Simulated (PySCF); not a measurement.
H3NSSi, SMILES N[Si]S (connectivity only; charge and spin as stated), neutral, multiplicity 1.

Coordinates come from a r2SCAN-D4/def2-TZVP optimisation. Other conformers were not sampled.

Method: B3LYP/def2-TZVPD (PySCF).

Symmetry labels are those of the subgroup Cs that the program uses (full group Cs).

Computed valence orbital energies around the gap with their symmetry:
| orbital | symmetry | energy (eV) |
|---|---|---|
| HOMO−7 | A' | -19.81 |
| HOMO−6 | A' | -14.15 |
| HOMO−5 | A' | -14.04 |
| HOMO−4 | A' | -10.88 |
| HOMO−3 | A' | -9.84 |
| HOMO−2 | A" | -8.63 |
| HOMO−1 | A" | -7.22 |
| HOMO | A' | -6.56 |
| LUMO | A" | -1.54 |
| LUMO+1 | A' | -0.44 |
| LUMO+2 | A' | -0.09 |
| LUMO+3 | A' | 0.42 |
